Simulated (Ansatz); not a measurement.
Mulliken charges of CH5BCl2S (`C[B-]([SH2+])(Cl)Cl`) from r2SCAN/def2-TZVPP in Ansatz (PBE0-D4/def2-TZVP geometry).

```csv
atom,x (Å),y (Å),z (Å),charge (e)
C1,-1.267,-0.415,0.262,-0.256
B2,-0.083,0.209,-0.570,0.172
S3,1.686,-0.419,0.473,0.063
Cl4,0.253,-0.553,-2.192,-0.215
Cl5,0.021,2.026,-0.578,-0.224
H6,-1.207,-1.505,0.324,0.066
H7,-1.333,-0.005,1.273,0.056
H8,-2.206,-0.170,-0.244,0.076
H9,1.673,0.454,1.497,0.124
H10,2.546,0.327,-0.242,0.139
```

Q: By hand: the dipole of these point charges (1 e Å = 4.8032 D).

A: Σ q r = (0.597, -0.230, 0.692) e Å, of length 0.942 e Å = 4.52 D.

Q: How does the dipole of the full density compare? (An estimate is asked.)

A: The calculation gave: (0.507, -0.169, 0.659) e Å, 4.08 D; the point charges give 1.11 times that, at 4° from its direction.

Point charges leave out the atoms' own dipoles, such as those of lone pairs, and Mulliken's split depends on the basis, so the close match here is no proof of good charges.
